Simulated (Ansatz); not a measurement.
Geometry optimisation, Ansatz, RKS PBE0-D4/def2-SVP.

The input (input.yaml):

```yaml
crystal:
  periodic: [false, false, false]
  atoms:
    - { symbol: Ge, position_ang: [-1.054376, -0.463709, -1.277689] }
    - { symbol: F, position_ang: [0.671848, -0.807982, -1.325362] }
    - { symbol: H, position_ang: [-1.742597, -1.744936, -1.767568] }
    - { symbol: H, position_ang: [-1.415979, -0.140867, 0.176457] }
    - { symbol: H, position_ang: [-1.279917, 0.726317, -2.217352] }
    - { symbol: H, position_ang: [1.408973, 0.365221, 0.361672] }
    - { symbol: As, position_ang: [0.784785, 1.068673, 1.540535] }
    - { symbol: H, position_ang: [2.118444, 1.248546, 2.257026] }
    - { symbol: H, position_ang: [0.50882, -0.251463, 2.252282] }
basis:
  gaussian: { orbitals: def2-SVP }
hamiltonian:
  xc: pbe0
  dispersion: d4
relax:
  f_tol: 0.03
  max_steps: 50
```

Run as:

```bash
$ ansatz run input.yaml --threads 2 --pin off --max-ram 3072MiB --backend cpu --events-out ev --progress --plain --runs-dir out
```

Task: Where does it end, and by what steps?

Result: It converged. The force dipped under the threshold on the way, but the program's further checks kept it going. After 12 steps the energy has fallen by 0.062 eV; H9 moved furthest, 0.56 Å.

```csv
step,energy less start (eV),largest force component (eV/Å),accepted
0,0.0000,0.360,yes
1,-0.0534,0.242,yes
2,-0.0479,0.695,no
3,-0.0573,0.057,yes
4,-0.0597,0.016,yes
5,-0.0604,0.057,yes
6,-0.0608,0.061,yes
7,-0.0613,0.021,yes
8,-0.0616,0.034,yes
9,-0.0617,0.052,yes
10,-0.0619,0.037,yes
11,-0.0621,0.016,yes
12,-0.0623,0.022,yes
```

```xyz
9
Properties=species:S:1:pos:R:3
Ge -1.172 -0.545 -1.474
F 0.549 -0.856 -1.408
H -1.805 -1.773 -2.146
H -1.637 -0.376 -0.020
H -1.352 0.736 -2.301
H 1.325 0.306 0.612
As 0.957 1.192 1.795
H 2.409 1.327 2.237
H 0.727 -0.011 2.705
```

Run time: 39 s on 2 threads of Intel(R) Xeon(R) Platinum 8488C (Sapphire Rapids), with other jobs on the host, peak memory 0.28 GiB.
